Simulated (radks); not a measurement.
Effect of the nuclear size on neutral cadmium, [Kr] 4d10 5s2. All-electron calculation, Dirac Kohn-Sham, LDA (Slater exchange, Perdew-Wang correlation), spin-unpolarised, spherical densities, finite nucleus; Fermi nuclear charge, rms radius 4.6087 fm. Program: a radial shooting solver on a logarithmic mesh with Libxc functionals. The rms radius is varied about that value; shifts are against it.

rms radius (fm),total energy shift (eV),density at nucleus (e/bohr^3),1s1/2 shift (meV),2s1/2 shift (meV),4s1/2 shift (meV),4p1/2 shift (meV),5s1/2 shift (meV)
3.8759,-0.949,1.628e+05,-399,-44.9,-1.58,0.154,-0.075
4.2815,-0.441,1.605e+05,-186,-20.9,-0.734,0.071,-0.035
4.6087,0,1.588e+05,0.000,0.000,0.000,0.000,0.000
5.065,0.662,1.567e+05,278,31.3,1.10,-0.107,0.052
5.4567,1.27,1.551e+05,535,60.2,2.12,-0.206,0.100

Slopes of the eigenvalues against <r^2> in GHz/fm^2, as finite differences over the two radii next to the reference (eigenvalue slopes, not the field-shift constants of lines): 1s1/2 15300, 2s1/2 1720, 4s1/2 60.6, 4p1/2 -5.89, 5s1/2 2.87.
